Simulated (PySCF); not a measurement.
[FeCl5]3-: Fe(II) (d6), charge -3. The structure is a PBE0-D3(BJ)/def2-TZVP, IEF-PCM water geometry optimised for multiplicity 5; coordination trigonal bipyramidal, point group Cs, metal–donor distances 2.37–2.62 Å.

```
6

Fe    0.0000    0.0000    0.0000
Cl    0.0415    0.0823    2.6130
Cl    0.0415    0.0823   -2.6130
Cl    2.3686   -0.3314    0.0000
Cl   -1.4301    1.8917    0.0000
Cl   -1.1743   -2.1070    0.0000
```

Method (PySCF 2.14, density fitting): CASSCF(6,5) with orbitals averaged over all microstates of the shell, strongly contracted NEVPT2 on the averaged canonical orbitals; basis x2c-TZVPall on the metal, x2c-SVPall elsewhere; spin-free X2C; IEF-PCM water; spin-orbit coupling by state interaction with the mean-field operator over all roots.

Q: What is the ground state?

A: 5A'' (S = 2, orbital degeneracy 1), orbital occupations from the lowest 2.0 1.0 1.0 1.0 1.0, by NEVPT2.

Q: Where do the spin-allowed transitions within the shell lie?

A: By NEVPT2: 5A'' at 577 cm⁻¹; 5A' at 1828 cm⁻¹; 5A' at 2834 cm⁻¹; 5A' at 6285 cm⁻¹ (1591 nm). The strongest, at 2834 cm⁻¹, has f = 1.0e-05.

Q: Which is the lowest state of another spin?

A: 3A' at 15945 cm⁻¹ by NEVPT2; CASSCF alone puts it at 18897 cm⁻¹ above the same ground state.

Q: Give the fitted ligand-field and repulsion parameters.

A: At CASSCF level (the NEVPT2 levels don't fit a ligand-field model well): orbital energies 0, 530, 1432, 2254, 4873 cm⁻¹; B = 1124 cm⁻¹; C = 4171 cm⁻¹; B over its free-ion value at the same level 0.952; rms of the fit 50 cm⁻¹; ζ = 397 cm⁻¹ (free ion 412).

Q: What are the magnetic parameters?

A: The ground multiplet can be fitted only roughly by a spin Hamiltonian with S = 2, g = 2.073, 2.178, 2.288, D = -7.73 cm⁻¹, E/|D| = 0.31 (spin-orbit part alone); the lowest levels hold 94 % of the spin-free ground state. μeff is 5.46 μB at 300 K and 5.06 μB at 10 K; the spin-only value is 4.90 μB.

NEVPT2 lifts 5A' from 2072 to 2834 cm⁻¹; on the d shell alone such lifts tend to overshoot. Gaps between spin states lean to high spin in this active space.

The job took 12 s on one thread of Arm Neoverse V2 (shared host), with 138 basis functions and a peak of 0.62 GiB, launched as `OMP_NUM_THREADS=1 python lf_run.py task.json out`.
